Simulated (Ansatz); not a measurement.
Cartesian coordinates (Å):
SMILES: [SiH2-]O[SiH3]
```xyz
8

Si     1.9649     0.3634    -0.1091
O      0.5478    -0.1758     0.8635
Si    -0.9601    -0.2799     0.2643
H      1.6774    -0.5033    -1.3831
H      1.2907     1.6131    -0.7730
H     -1.5237     1.0334    -0.2189
H     -1.9044    -0.7674     1.3464
H     -1.1032    -1.2510    -0.8811
```
Charge -1, spin multiplicity 1.

The numbers are results of frozen-core CCSD(T)/aug-cc-pVTZ // PBE-D3(BJ)/def2-TZVPD in Ansatz (a quantum-chemistry and plane-wave program), not measurements.

The HF energy is -655.74597 Ha and the MP2 correlation energy comes out as -0.51958 Ha.

Problem. Estimate the CCSD correlation energy, the (T) correction, the total energy and the T1 diagnostic.

Solution. 
```yaml
CCSD correlation energy: -0.55897 Ha
"(T) correction": -0.02174 Ha
CCSD(T) total energy: -656.32667 Ha
T1 diagnostic: 0.015
```
